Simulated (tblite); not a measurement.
C5H12NOPSi.
Structure used (GFN2-xTB), in Å, numbered top down from 1:
```
atom  x, y, z in Å
C1     3.0063    0.4533    0.3861
C2     2.1549   -0.3789    0.9690
C3     0.9082   -0.9005    0.3981
C4     0.6033   -0.7898   -1.1331
P5    -0.5214    0.1667   -0.0765
C6    -0.1262    1.9691    0.0343
O7    -1.2373    2.6916   -0.3793
N8    -2.0544    0.0011    0.1900
Si9   -3.0109   -1.4364    0.1892
H10    2.8690    0.8267   -0.6142
H11    3.8930    0.7900    0.8933
H12    2.3570   -0.7193    1.9773
H13    0.6018   -1.8514    0.8269
H14    1.3526   -0.2944   -1.7338
H15    0.2316   -1.6982   -1.5908
H16    0.1461    2.1948    1.0796
H17    0.7175    2.2229   -0.6122
H18   -2.0263    2.2054   -0.0860
H19   -4.3470   -0.9211    0.4673
H20   -2.5667   -2.3785    1.2244
H21   -2.9598   -2.1361   -1.1008
```

Computed values, GFN2-xTB/tblite, gas phase, harmonic and unscaled. This tight-binding method is rough: wavenumbers can miss measured ones by several per cent, in bad cases by 10 to 20. Modes of hydrogen on silicon can be 10 to 20 % off. One conformer, not necessarily the lowest.

Harmonic wavenumbers (cm⁻¹): 30.9, 44.4, 64.1, 77.4, 99.3, 100.0, 151.2, 186.8, 214.2, 273.9, 312.7, 360.0, 397.8, 517.4, 537.1, 571.6, 595.8, 639.8, 679.1, 698.5, 760.2, 765.2, 786.2, 804.4, 814.2, 831.6, 870.4, 876.9, 941.5, 1001.9, 1006.9, 1011.4, 1051.8, 1083.5, 1113.1, 1127.2, 1226.7, 1238.7, 1286.1, 1303.8, 1305.4, 1378.7, 1421.7, 1429.1, 1685.4, 2185.1, 2207.3, 2293.2, 2811.5, 2955.3, 2992.2, 3041.6, 3047.5, 3068.2, 3112.1, 3136.4, 3380.0.

A = 1645, B = 803.7, C = 598.6 MHz; mass 161.043 u (most abundant isotopes); point group C1, symmetry number 1.

Question: What is the zero-point energy?

Answer: ½Σν̃ = 33952 cm⁻¹ = 406.16 kJ/mol.

Question: What is S at 298.15 K and 1 bar for an ideal gas of classical rigid rotors and harmonic oscillators?

Answer: Translation 172.23, rotation 127.13, vibration 182.38: S = 481.7 J/(mol K).

Question: And Cp and H(298.15 K) − H(0)?

Answer: Cp = 200.06 J/(mol K), of which vibrations give 166.80 (their classical limit is 57 R = 473.9); H(298.15 K) − H(0) = 36.51 kJ/mol without the zero-point energy, 26.59 from vibrations.

Question: What must be added to the electronic energy to get the Gibbs energy at 298.15 K and 1 bar?

Answer: ZPE + [H(298.15 K) − H(0)] − T·S = 406.16 + 36.51 − 143.63 = 299.04 kJ/mol.

Question: Which modes carry the vibrational entropy at 298.15 K?

Answer: 30.9 cm⁻¹: 24.14; 44.4 cm⁻¹: 21.14; 64.1 cm⁻¹: 18.10; 77.4 cm⁻¹: 16.55; 99.3 cm⁻¹: 14.51; 100.0 cm⁻¹: 14.45 J/(mol K); the other 51 give 73.48 together.

Question: Blend soft modes into free rotors: weight 1/[1 + (100 cm⁻¹/ν̃)⁴] for the oscillator and the rest for a rotor with moment μB/(μ + B), μ = h/(8π²ν), B = 10⁻⁴⁴ kg m². What vibrational entropy results?

Answer: 160.63 J/(mol K) in place of 182.38, which changes −T·S at 298.15 K by +6.48 kJ/mol.

Question: How do the functions run with temperature in this model?

Answer: 
| T (K) | S (J/(mol K)) | Cp (J/(mol K)) | H − H(0) (kJ/mol) | G − H(0) (kJ/mol) | ln q(vib) |
| --- | --- | --- | --- | --- | --- |
| 100 | 328.5 | 100.8 | 6.96 | -25.89 | 3.50 |
| 200 | 412.8 | 148.7 | 19.39 | -63.17 | 7.58 |
| 300 | 483.0 | 201.0 | 36.88 | -108.02 | 11.27 |
| 500 | 607.1 | 286.1 | 86.18 | -217.35 | 18.21 |
| 800 | 759.7 | 362.0 | 184.50 | -423.26 | 27.68 |
| 1000 | 844.1 | 394.2 | 260.28 | -583.83 | 33.37 |

q(vib) and H(0) count from the zero-point level.

Hindered rotation and anharmonicity are outside this model. Other conformers, if any are populated, would add a mixing term that is left out. The structure is chiral; the term R ln 2 for an equal mix with its mirror image is left out.
